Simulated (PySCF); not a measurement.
Vertical excitations of a molecule C2H6N2OSi from PySCF with TDDFT-PBE/def2-SVPD, as energy in eV (oscillator strength): 5.01 (0.004), 5.56 (0.021), 5.92 (0.016), 6.11 (0.058), 6.27 (0.013), 6.42 (0.011), 6.45 (0.021), 6.55 (0.008), 6.67 (0.012), 6.76 (0.009). Lowest triplet (TDA): 4.67 eV. Geometry: B3LYP-D3(BJ)/def2-SVP. One conformer was computed; it need not be the lowest.

**Question.** Pick the molecule that these values belong to.
A) CN[SiH2]OC#N
B) C[Si@@]1(N)N=CO1
C) N[Si@@H]1COC=N1
D) NC[Si@H]1N=CO1

**Answer.** C, N[Si@@H]1COC=N1
